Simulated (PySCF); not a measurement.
# Chromium: a sound run and one with changed settings

Sound run: Cr [Ar] 3d5 4s1, Cr⁺ [Ar] 3d5. Calculation: PySCF 2.14, in cc-pVDZ-DK (6s5p3d1f, 43 functions); the spin-free X2C one-electron Hamiltonian (Gaussian nucleus). The sound run starts from symmetry-adapted Hartree-Fock orbitals and uses a fine grid where one is needed.

Changed run: radial step 0.3 in ln r (0.13 in the sound run). This setting is unsound on purpose.

| species | method | sound run (hartree) | changed run (hartree) | converged |
| --- | --- | --- | --- | --- |
| Cr | UHF | -1049.65356 | -1049.65356 | yes |
| Cr | BP86 | -1050.93738 | -1050.93849 | yes |
| Cr | B3LYP | -1050.79715 | -1050.79685 | yes |
| Cr⁺ | UHF | -1049.43261 | -1049.43261 | yes |
| Cr⁺ | BP86 | -1050.66202 | -1050.66309 | yes |
| Cr⁺ | B3LYP | -1050.53607 | -1050.53576 | yes |

Ionisation energy of Cr:

| method | sound run (eV) | changed run (eV) |
| --- | --- | --- |
| UHF | 6.012 | 6.012 |
| BP86 | 7.493 | 7.494 |
| B3LYP | 7.104 | 7.105 |

A coarse radial grid mis-integrates the density and the exchange-correlation energy, with errors of either sign; Hartree-Fock needs no grid.

For comparison, NIST gives 6.767 eV between the lowest levels.
